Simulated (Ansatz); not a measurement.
Consider the ligand exchange at a Cd–O bond: `[SiH3][O][Cd][Br]` + HBr → `[Br][Cd][Br]` + `O[SiH3]`.

Isolated molecules relaxed with PBE0-D4/def2-TZVP in Ansatz; ΔE leaves out vibrations. CCSD(T)/CBS is the MP2 limit (def2-TZVPP, def2-QZVPP) plus CCSD(T) − MP2 in def2-TZVPP, frozen cores. Functionals use def2-TZVPP. Elements past krypton have def2 core potentials. For Br, Cd outer-core shells are correlated without core-valence functions, which leaves a few kJ/mol of doubt a bond. Scalar relativity is left out up to krypton. Each species was taken in one conformer, which may not be the lowest.

`[SiH3][O][Cd][Br]`:

Cartesian coordinates in Å:
```
Si 0.304 0.415 -1.173
O -0.684 -0.369 -0.147
Cd -0.689 -0.760 1.770
Br -0.801 -1.294 4.094
H -0.271 0.351 -2.544
H 0.473 1.850 -0.796
H 1.668 -0.192 -1.203
```

HBr:

Cartesian coordinates in Å:
```
Br -0.266 0.529 0.392
H 0.266 -0.529 -0.392
```

`[Br][Cd][Br]`:

```xyz
3

Br   -1.177   -1.682    1.247
Cd   -0.002    0.002    0.000
Br    1.179    1.680   -1.247
```

`O[SiH3]`:

```xyz
6

O    -0.656   -0.628   -0.905
Si    0.184    0.036    0.348
H    -0.845   -0.071   -1.661
H     1.530    0.507   -0.080
H     0.325   -1.039    1.357
H    -0.538    1.195    0.941
```

```tsv
level	ΔE (kcal/mol)
PBE0-D4	-29.7
B2PLYP	-27.7
BLYP	-26.7
PBE0	-30.1
```

(1) What does CCSD(T)/CBS give? (Estimate.)

Largest T1 diagnostic among the species: 0.013.

Results:

(1) The calculation gave: -28.4 kcal/mol. The listed levels differ from it by -1.3, 0.7, 1.7, -1.7 kcal/mol.

From BLYP to BHLYP (50 % exact exchange), in def2-TZVPP and without D4, ΔE moves by −4.1 kcal/mol. In def2-TZVPP, CCSD(T) changes the Hartree–Fock value by +7.5 kcal/mol (the triples alone add +0.9 kcal/mol) and MP2 by +6.9 kcal/mol. At CCSD(T), def2-SVP lies +2.9 kcal/mol from the extrapolated value and def2-TZVPP +2.3 kcal/mol.
